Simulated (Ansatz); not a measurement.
Isomers of Mg2S2⁺ (doublet), relaxed with PBE0-D4/def2-TZVP; total energies from Ansatz at ωB97M-V/def2-TZVP.

```tsv
isomer	description	energy (Eh)
A	point group C2; 2 × Mg–S 2.34 Å; 1 × S–S 2.05 Å	-1196.27471
B	point group C2v; 4 × Mg–S 2.38 Å; 1 × S–S 2.23 Å	-1196.31253
```

The isomers come from a short search, and lower ones may exist.

Work out the relative energies (1 Eh = 2625.5 kJ/mol) and the Boltzmann populations at 1200 K from electronic energies alone (R = 8.314 J/mol/K).

ΔE: A 99.3, B 0.0 kJ/mol. RT = 9.98 kJ/mol. Factors exp(−ΔE/RT): A 4.77e-05, B 1; sum 1.000. Populations: A 0.0 %, B 100.0 %. Zero-point energy, vibrational entropy and symmetry numbers are left out and can shift these; an error of 4 kJ/mol changes a ratio by a factor of 1.5. Over the other density-functional and correlated levels in def2 sets, the gap between B and A ranges from 80 to 117 kJ/mol.
